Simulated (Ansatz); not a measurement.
Gas-phase electronic energies from Ansatz, PBE0-D4/def2-TZVP geometries. CCSD(T)/CBS is the MP2 limit (def2-TZVPP, def2-QZVPP) plus CCSD(T) − MP2 in def2-TZVPP, frozen cores. This one scheme is used for every species. For Ge outer-core shells are correlated without core-valence functions, which leaves a few kJ/mol of doubt a bond. Scalar relativity is left out up to krypton. Each species was taken in one conformer, which may not be the lowest.

Consider the ligand exchange at a Ge–N bond: `S=C=[N][GeH3]` + `NB(O)F` → `OB(F)[NH][GeH3]` + `N=C=S`.

```csv
species,MP2/CBS(def2) energy (Eh)
`S=C=[N][GeH3]`,-2568.38051
`NB(O)F`,-256.39427
`OB(F)[NH][GeH3]`,-2333.69357
`N=C=S`,-491.06618
```

Task: Work out ΔE.

Result: ΔE = (-2333.69357) + (-491.06618) − (-2568.38051) − (-256.39427) = 0.01503 Eh = +9.4 kcal/mol. CCSD(T)/CBS gives +8.5 kcal/mol.

Largest T1 diagnostic among the species: 0.019.

In def2-TZVPP, CCSD(T) changes the Hartree–Fock value by −4.3 kcal/mol (the triples alone add −0.7 kcal/mol) and MP2 by −3.4 kcal/mol. From PBE to PBE0 (25 % exact exchange), in def2-TZVPP and without D4, ΔE moves by +1.2 kcal/mol.
